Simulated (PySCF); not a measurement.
Level of theory: TPSSh-D3(BJ)/def2-TZVP // TPSS-D3(BJ)/def2-SVP run with PySCF. All species are isolated molecules in the gas phase. One relaxed conformer stands for a flexible species; it need not be the lowest. 

Reference species: [Zn(SH)2] (neutral, multiplicity 1).

```
Item                                                            Value
------------------------------------------------------------  -------
mean distance from the central atom to its bonded neighbours  2.181 Å
charge on the central atom (Mulliken)                          0.39 e
coordination number                                                 2
```

Changed species: [Zn(CH3)2] (0 of 2 CH3 replaced by SH; the reference has 2 of 2 CH3 replaced by SH).

Problem. Give the shifts of the mean distance from the central atom to its bonded neighbours, charge on the central atom (Mulliken) and coordination number.

Solution. the mean distance from the central atom to its bonded neighbours drops by 0.229 Å, to 1.952 Å; the charge on the central atom (Mulliken) decreases by 0.04 e, to 0.35 e; the coordination number is nearly the same.
